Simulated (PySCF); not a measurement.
Cl₃Y, SMILES [Cl][Y+]([Cl])[Cl] (connectivity only; charge and spin as stated), charge +1, multiplicity 2.

Coordinates come from a PBE0-D3(BJ)/def2-SVP optimisation. The geometry has at least one imaginary mode, so it is a saddle point at that level. The spin state was assumed, not searched. The def2 effective core potentials stand for the cores of Y; spin–orbit coupling is left out.

Computed with PBE0-D3(BJ)/def2-SVP (PySCF 2.14.0).

Frequencies are harmonic and unscaled.

Modes within 1.5 cm⁻¹ of each other (mostly degenerate sets) share a row, with their intensities summed.

```json
[
 {"mode": "1–2", "ν (cm⁻¹)": "79i", "IR (km/mol)": "22.1", "moving atoms (share of kinetic energy)": "Cl 79 %, Y 21 %"},
 {"mode": "3", "ν (cm⁻¹)": "58", "IR (km/mol)": "10.1", "moving atoms (share of kinetic energy)": "Cl 69 %, Y 31 %"},
 {"mode": "4–5", "ν (cm⁻¹)": "215", "IR (km/mol)": "150.0", "moving atoms (share of kinetic energy)": "Cl 77 %, Y 23 %"},
 {"mode": "6", "ν (cm⁻¹)": "358", "IR (km/mol)": "21.8", "moving atoms (share of kinetic energy)": "Cl 77 %, Y 23 %"}
]
```
